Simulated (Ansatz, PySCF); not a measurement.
Isomers of C3H2. All species are isolated molecules in the gas phase. Strings in code marks are SMILES.

Quantity: electronic energy of isomers of C3H2 relative to `[C]1C=C1`, in kcal/mol. The restricted reference of `[C]=C=C` is unstable towards unrestricted orbitals.

Level 1: frozen-core CCSD(T) with HF/cc-pVQZ and the correlation energy extrapolated as X^-3 from cc-pVTZ and cc-pVQZ // PBE0-D3(BJ)/def2-TZVP (Ansatz, an electronic-structure program)
Level 2: HSE06/cc-pVTZ // PBE0-D3(BJ)/def2-TZVP (Ansatz)
Level 3: PBE-D3(BJ)/def2-TZVP // PBE0-D3(BJ)/def2-TZVP (PySCF)
Level 4: PBE/cc-pVTZ // PBE0-D3(BJ)/def2-TZVP (Ansatz)

| species | level 1 | level 2 | level 3 | level 4 |
|---|---|---|---|---|
| `[C]=C=C` | 14.8 | 19.0 | 14.7 | 14.5 |
